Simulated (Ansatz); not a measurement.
Breaking the Be1–O2 bond in BeO (multiplicity 1 held). Energies count from the point at 1.327 Å.


Signs of static correlation in aug-cc-pVTZ, from Ansatz (a quantum-chemistry and plane-wave program) runs.

| R (Å) | T1 of restricted CCSD | ⟨S²⟩ of UHF | largest double amplitude of restricted CCSD |
|---|---|---|---|
| 1.061 | 0.019 | 0.000 | 0.034 |
| 1.194 | 0.030 | 0.000 | 0.036 |
| 1.327 | 0.041 | 1.010 | 0.032 |
| 1.459 | 0.050 | 1.011 | 0.045 |
| 1.592 | 0.053 | 1.011 | 0.083 |
| 1.791 | 0.070 | 1.011 | (withheld) |
| 1.990 | (withheld) | 1.011 | 0.248 |
| 2.322 | 0.122 | 1.182 | 0.272 |
| 2.653 | 0.103 | 1.298 | 0.224 |
| 3.051 | 0.063 | 1.243 | 0.146 |
| 3.582 | 0.025 | 1.181 | 0.196 |
| 4.245 | 0.012 | 1.150 | 0.215 |
| 5.307 | 0.011 | 1.140 | 0.221 |

Task: Fill in the missing entries.

Result: 
- 1.791, largest double amplitude of restricted CCSD: 0.182
- 1.990, T1 of restricted CCSD: 0.103

Doubts at one or more of the structures used: a restricted determinant that unrestricted orbitals would lower (R-CCSD(T)/aug-cc-pVTZ); T1 above 0.05 (R-CCSD(T)/aug-cc-pVTZ, U-CCSD(T)/aug-cc-pVTZ); a spin-contaminated determinant (U-CCSD(T)/aug-cc-pVTZ); the program's own flag: large difference (U-CCSD(T)/aug-cc-pVTZ); the program's own flag: other amplitudes (U-CCSD(T)/aug-cc-pVTZ).
